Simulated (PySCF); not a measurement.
Compound: bromomethylsilane, CH₅BrSi.
Atom-mapped SMILES: `[SiH3:1][CH2:2][Br:3]` (hydrogens: H4, H5, H6 on Si1; H7, H8 on C2)

Method: PBE0-D3(BJ)/def2-SVP geometry optimisation, gas phase (PySCF 2.14.0); density fitting, grid level 1; the optimiser is geomeTRIC in internal coordinates, started from a GFN2-xTB structure with every atom displaced at random (about 0.01 Å).

Step 0: E = -79017.8129 eV
```
atom  x, y, z in Å  |  force x, y, z in eV/Å
Si1    -0.9635    0.0067   -0.0442    0.668   0.638  -0.362
C2      0.9019   -0.2369   -0.0443    0.181   0.434  -0.023
Br3     1.7516    1.3804    0.6309    0.030   0.086   0.040
H4     -1.3580    0.3008    1.3253   -0.335   0.059   0.633
H5     -1.2679    1.1662   -0.9264   -0.097   0.023  -0.040
H6     -1.5808   -1.1972   -0.5662   -0.489  -0.730  -0.246
H7      1.3315   -0.4026   -1.0328   -0.007  -0.081  -0.307
H8      1.2404   -1.0366    0.6051    0.049  -0.430   0.305
```

Problem. Estimate the geometry and energy of step 1. (The exact step hangs on the optimiser's Hessian estimate; all steps are aligned on step 0, rigid shifts and turns removed.)

Solution. E = -79017.8655 eV, largest force 0.088 eV/Å
```
atom  x, y, z in Å  |  force x, y, z in eV/Å
Si1    -0.9436    0.0240   -0.0498   -0.080  -0.037  -0.001
C2      0.9321   -0.2166   -0.0411    0.075  -0.019   0.040
Br3     1.8112    1.3839    0.6349   -0.029  -0.014  -0.011
H4     -1.4183    0.2878    1.3391    0.016   0.015  -0.002
H5     -1.2973    1.1670   -0.9392    0.013   0.011   0.004
H6     -1.6084   -1.2193   -0.5613    0.067   0.027   0.005
H7      1.3363   -0.4002   -1.0463   -0.024  -0.001  -0.009
H8      1.2431   -1.0458    0.6113   -0.038   0.018  -0.026
```

The energy changes by -0.0526 eV. The first-order estimate −F·Δx gives -0.1128 eV and the mean of the old and new forces, exact on a quadratic surface, -0.0531 eV. The step makes an angle of 54° with the force vector and moves no atom by more than 0.063 Å.

The cost below is that of the whole optimisation. The run took 10 s wall on an Arm Neoverse V1 with one thread, shared host with 32 logical CPUs at a one-minute load of 16, and the process peaked at 0.37 GiB of memory.
